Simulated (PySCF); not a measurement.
From computed data to an observable: dipole moment from atomic charges

Mg(SeH)(SiH3) (H4MgSeSi), SMILES [SiH3][Mg][SeH]. Atoms are numbered in the order given.

```xyz
7

Mg    -0.0780    -0.3801     0.4914
Se     0.1621     1.1080    -1.4396
H      1.6288     1.0884    -1.2675
Si    -0.3544    -1.9499     2.5270
H     -1.1487    -3.1774     2.2053
H     -1.0524    -1.2900     3.6751
H      0.9589    -2.4324     3.0601
```
Charge 0, spin multiplicity 1.

Geometry: TPSSh-D3(BJ)/def2-SVP. One conformer was computed; it need not be the lowest.

Charges (e) from PySCF with PBE0/def2-TZVPD:

```csv
atom,ESP fit,IAO
Mg1,0.602,1.266
Se2,-0.438,-0.782
H3,0.092,0.053
Si4,-0.203,-0.254
H5,-0.011,-0.094
H6,-0.013,-0.094
H7,-0.028,-0.094
```

The dipole moment of the full density is 0.86 D.

What dipole moment does each set of point charges give, and which comes closer to that of the density?


μ = Σ q r, and 1 e Å = 4.8032 D.
ESP fit: Σ q r = (0.103, -0.098, 0.139) e Å, |μ| = 0.96 D.
IAO: Σ q r = (0.068, -0.146, 0.198) e Å, |μ| = 1.23 D.
ESP fit comes closer in size. Point charges leave out the atoms' own dipoles (lone pairs, polarised bonds); fits to the potential absorb them, partitions of the density don't.
